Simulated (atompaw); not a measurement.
**An all-electron radial function and its pseudo partner (Cu)**

Columns: radius, all-electron u(r) and pseudo u(r) of the 4p shell (level -6.55 eV) of copper in the configuration [Ar] 3d10 4s0 4p0; PBE, scalar-relativistic, PAW (atompaw) scheme, atompaw 4.2.0.5.

```tsv
r (bohr)	all-electron	pseudo
0.096	0.1140	0.0024
0.192	0.0778	0.0095
0.288	-0.0440	0.0211
0.385	-0.1475	0.0372
0.481	-0.1995	0.0570
0.577	-0.2046	0.0803
0.673	-0.1763	0.1064
0.769	-0.1276	0.1350
0.865	-0.0682	0.1653
0.962	-0.0037	0.1972
1.058	0.0605	0.2294
1.154	0.1225	0.2617
1.250	0.1810	0.2936
1.346	0.2354	0.3247
1.442	0.2852	0.3546
1.538	0.3303	0.3831
1.635	0.3712	0.4101
1.731	0.4072	0.4349
1.827	0.4389	0.4578
1.923	0.4664	0.4787
2.019	0.4902	0.4975
2.115	0.5103	0.5142
2.212	0.5272	0.5289
2.308	0.5408	0.5414
2.404	0.5515	0.5516
2.500	0.5596	0.5596
```

(1) How many radial nodes do the two functions have?

(2) Is the pseudo-wave norm-conserving?

Results:

(1) The all-electron 4p function has n − l − 1 = 2; the pseudo-wave has 0, since the states of the same l below it are removed with the core.

(2) No, it belongs to a PAW set: the norm inside the radius is not constrained, and the difference is carried by the augmentation charge.
